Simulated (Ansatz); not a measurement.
`C=N[SiH2]N` + HI → `N[SiH2]I` + `C=N` at 500 K and 1 bar (ligand exchange at the Si–N bond).

Calculated with Ansatz (gas phase, PBE0-D4/def2-TZVP geometries, no zero-point term in ΔE). CCSD(T)/CBS adds triple-zeta CCSD(T) − MP2 to the extrapolated MP2 energy (def2 sets, frozen cores). This one scheme is used for every species. Elements past krypton have def2 core potentials. For I outer-core shells are correlated without core-valence functions, which leaves a few kJ/mol of doubt a bond. Each species was taken in one conformer, which may not be the lowest.

```tsv
species	CCSD(T)/CBS energy (Eh)	H − E (kJ/mol)	S (J/(mol·K))
`C=N[SiH2]N`	-440.16402	235.8	376.4
HI	-298.03592	28.6	221.6
`N[SiH2]I`	-643.69654	150.2	360.6
`C=N`	-94.52360	124.2	249.5
```

H − E and S are ideal-gas, rigid-rotor, harmonic terms from PBE0-D4/def2-TZVP, for one conformer and one mirror image of each species. 1 Eh = 2625.50 kJ/mol, R = 8.31446 J/(mol·K).

**Question.** By hand: ΔE, ΔH, ΔS and ΔG.

**Answer.** ΔE = (-643.69654) + (-94.52360) − (-440.16402) − (-298.03592) = -0.02020 Eh = -53.0 kJ/mol. Δ(H − E) = 150.2 + 124.2 − 235.8 − 28.6 = 10.0, so ΔH = -43.0 kJ/mol. ΔS = 360.6 + 249.5 − 376.4 − 221.6 = 12.1 J/(mol·K). ΔG = -43.0 − 500 × (12.1)/1000 = -49.0 kJ/mol.

**Question.** By hand: the equilibrium constant, and the temperature at which ΔG would vanish if ΔH and ΔS stayed fixed.

**Answer.** log₁₀ K = −ΔG/(RT ln 10) = 5.1. ΔH and −TΔS have one sign here, so there is no such temperature.

The number of gas molecules stays the same, so ΔS is small and ΔH decides. A doubt of 5 kJ/mol in ΔE shifts log₁₀ K by 0.5 here. Other conformers and mirror images would add mixing entropy, several J/(mol·K) or more a flexible species. These are equilibria of isolated gas molecules and say nothing of rates. Largest T1 diagnostic: 0.012 (customary marks: 0.02 for closed shells, 0.045 for open ones).

ΔS is within the doubt of such terms, so its sign, and with it that verdict, could turn.
